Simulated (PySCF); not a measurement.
```xyz
3
charge 1 multiplicity 4, angstrom
Ru    0.0000    0.0000    0.0000
F     0.0000    0.0000    1.7882
F     0.0000    0.0000   -1.7882
```

Level of theory: PySCF, UPBE0, basis Ru def2-TZVP with ECP28, F def2-TZVP (scalar-relativistic core potentials, no spin–orbit coupling, density fitting).

This geometry of [RuF2]+ is a stationary point at this level.

What is the point group?

D∞h.

Is it a minimum?

Yes: all harmonic wavenumbers are real.

What are the dipole moment and the gap between the highest occupied and lowest empty levels of either spin?

0.00 D about the centre of mass and 3.56 eV.

Give the atomic charges and bond orders.


| atom | Mulliken | Löwdin | polar tensor | spin (Mulliken) | Mayer order to Ru1 |
| --- | --- | --- | --- | --- | --- |
| Ru1 | 1.63 | 1.27 | 2.22 | 2.56 | – |
| F2,3 | -0.32 | -0.14 | -0.61 | 0.22 | 0.98 |

Other isomers or separated fragments may lie lower. Open d and f shells are described by one determinant, and the ground state may have another occupation or spin.
